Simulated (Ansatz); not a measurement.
Start from `C1CC1` and change one atom or group to get `[SiH3]C1CC1`.

Ansatz, PBE0-D4/def2-TZVP geometries, multiplicity 1. 

| property | `C1CC1` |
| --- | --- |
| LUMO energy (B3LYP/def2-TZVPP) / eV | 1.35 |
| HOMO–LUMO gap (ωB97M-V/def2-TZVPP) / eV | 13.90 |
| size of the dipole moment (ωB97M-V/def2-TZVPP) / D | 0.00 |
| zero-point energy (PBE0-D4/def2-TZVP) / kJ/mol | 214.1 |
| HOMO energy (ωB97M-V/def2-TZVPP) / eV | -10.72 |
| size of the dipole moment (B3LYP/def2-TZVPP) / D | 0.00 |

Problem. What does the change do to each property? (Best estimate.)

Solution. The calculation gave: 
```json
{"property": "LUMO energy (B3LYP/def2-TZVPP) / eV", "`[SiH3]C1CC1`": "0.64", "shift": "-0.71"}
{"property": "HOMO–LUMO gap (ωB97M-V/def2-TZVPP) / eV", "`[SiH3]C1CC1`": "12.99", "shift": "-0.91"}
{"property": "size of the dipole moment (ωB97M-V/def2-TZVPP) / D", "`[SiH3]C1CC1`": "0.96", "shift": "0.96"}
{"property": "zero-point energy (PBE0-D4/def2-TZVP) / kJ/mol", "`[SiH3]C1CC1`": "253.7", "shift": "39.6"}
{"property": "HOMO energy (ωB97M-V/def2-TZVPP) / eV", "`[SiH3]C1CC1`": "-10.57", "shift": "0.15"}
{"property": "size of the dipole moment (B3LYP/def2-TZVPP) / D", "`[SiH3]C1CC1`": "0.96", "shift": "0.96"}
```

With PBE0 the HOMO rises by 0.08 eV and the LUMO falls by 0.84 eV, so the gap narrows by about 0.92 eV. PBE moves the HOMO by 0.01 eV and ωB97M-V by 0.15 eV. The zero-point energy changes by 39.6 kJ/mol with +9 modes.

B3LYP here is the variant with VWN-RPA as its local correlation; programs differ in this.
